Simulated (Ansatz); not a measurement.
CH3FN2Si, SMILES `N[Si]1(F)C=N1`, relaxed with RKS PBE0-D4/def2-TZVP in Ansatz from a PBE-D4/def2-SVP geometry. The force threshold is 0.005 eV/Å; the program also tests the step.

Charge 0, multiplicity 1.

Start:

```xyz
8

N    -0.435   -0.404   -1.394
Si   -0.028    0.451    0.024
F    -0.176    2.032   -0.342
C     0.868   -0.141    1.429
N    -0.422   -0.051    1.692
H    -0.465   -1.423   -1.412
H    -1.010    0.029   -2.118
H     1.667   -0.494    2.121
```

(1) How much energy does the relaxation release, and in how many steps? (Best estimate.)

(2) Which bonds change most? (An estimate is asked.)

(3) Give the relaxed structure. (Estimate.)

Answers

(1) Computed: 9.98 kJ/mol, in 9 steps.

(2) Ansatz gave: Si2–N5 from 1.786 to 1.736 Å; Si2–F3 from 1.629 to 1.585 Å; N1–Si2 from 1.706 to 1.678 Å; Si2–C4 from 1.768 to 1.745 Å.

(3) Computed: 
```xyz
8

N    -0.516   -0.404   -1.332
Si   -0.059    0.437    0.045
F    -0.208    1.972   -0.321
C     0.885   -0.121    1.403
N    -0.395   -0.089    1.665
H    -0.555   -1.406   -1.379
H    -0.825    0.058   -2.169
H     1.672   -0.447    2.088
```
